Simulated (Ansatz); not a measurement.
`C[S][GeH2][Cl]`. The species carries charge 0 and has multiplicity 1.

Z-matrix (Å, degrees):
```
C
S 1 1.815
H 1 1.089 2 110.8
H 1 1.090 2 111.3 3 123.0
H 1 1.090 2 106.4 3 -118.4
Ge 2 2.193 1 99.2 3 -61.2
Cl 6 2.164 2 109.8 1 62.6
H 6 1.531 2 108.5 1 -179.6
H 6 1.535 2 111.5 1 -53.1
```

Task: List the harmonic frequencies (cm⁻¹, unscaled) at PBE0-D4/def2-TZVP in Ansatz. (Best estimate.)

Result: The calculation gave: 60, 126, 144, 196, 407, 426, 493, 655, 727, 758, 842, 975, 988, 1350, 1467, 1476, 2158, 2191, 3065, 3157, 3163.

Task: Is this a minimum?

Result: Yes, all 21 modes are real.

Task: Give the ideal-gas thermochemistry at 298.15 K and 1 bar (rigid rotor, harmonic oscillator; point group C1, symmetry number 1).

Result: Zero-point energy 148.5 kJ/mol; H(298) − E = 169.0 kJ/mol; entropy 356.1 J/(mol·K), of which translation 171.9, rotation 116.5, vibration 67.7; G(298) − E = 62.8 kJ/mol. Modes under 100 cm⁻¹ are hindered rotations or soft bends, so the harmonic entropy is rough.
